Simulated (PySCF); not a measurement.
Molecule: SMILES CO[B]OC, doublet. Atoms near the plane z = 0.6 Å, at the CAM-B3LYP/def2-SVP optimised geometry (x, y, z in Å): C1 (2.0, 0.1, 0.0), O2 (1.2, -1.0, 0.0), B3 (-0.1, -1.0, 0.0), O4 (-0.8, 0.1, 0.0), C5 (-2.2, 0.1, 0.0), H6 (1.4, 1.0, 0.0), H7 (2.7, 0.1, 0.9), H9 (-2.6, 0.6, 0.9), H11 (-2.7, -0.9, 0.0).

Level of theory: unrestricted CAM-B3LYP/def2-TZVP (PySCF 2.14.0). The values are rescaled to run from 0 to 1.

```
|000000000000000000000000000|
|000000000000000000000000000|
|000000000000000000000000000|
|000000000000000000000000000|
|000000000000000000000000000|
|000000000000000000000000000|
|000000000000000000000000000|
|000000000000000000000000000|
|000000000000000000000000000|
|000000000000000000000000000|
|000000000000000000000000000|
|000000000000000000000000000|
|000000000000000000000000000|
|000000000000000000000000000|
|000000000000000000000000000|
|000000000000100000000000000|
|000000000014640000000000000|
|000000000126972000000000000|
|000000000124652000000000000|
|000000000012221000000000000|
|000000000001110000000000000|
|000000000000000000000000000|
|000000000000000000000000000|
|000000000000000000000000000|
|000000000000000000000000000|
|000000000000000000000000000|
|000000000000000000000000000|
```
Scale: ten equal steps from 0.000 (start of '0') to 1.00 (end of '9'), in the order '0123456789'; x runs from -5.00 to 5.00, y from -5.00 (bottom) to 5.00 (top).

**Question.** Which quantity is mapped?
(A) log10 of the electron density
(B) spin density
(C) an orbital amplitude
(D) electrostatic potential

**Answer.** B, spin density. In full: spin density (e/bohr³).
